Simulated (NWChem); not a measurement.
Si$_{3}$H$_{7}$ cation

```xyz
10

Si     0.3065     2.1595     0.0041
Si    -0.6586    -0.0005    -0.0060
Si     0.3030    -2.1614    -0.0183
H     -0.1925     2.7240    -1.2834
H      1.7807     2.0022     0.0689
H     -0.3048     2.8112     1.1960
H     -2.1537     0.0033     0.0250
H     -0.4409    -2.8996    -1.0752
H     -0.0335    -2.6264     1.3601
H      1.7592    -2.0111    -0.2620
```
Atoms are numbered in this order, from 1.

Program: NWChem. Pople sets run with spherical d functions. All runs use the structure optimised with PBE0/def2-SVP. Level: PBE0/6-31+G*; rows give the wavelength of the field.

For field static:

```yaml
anisotropy (bohr³): 46.2
```

### Question
What are these values for field 1065 nm?

### Answer
The anisotropy (bohr³) comes out as 47.9.
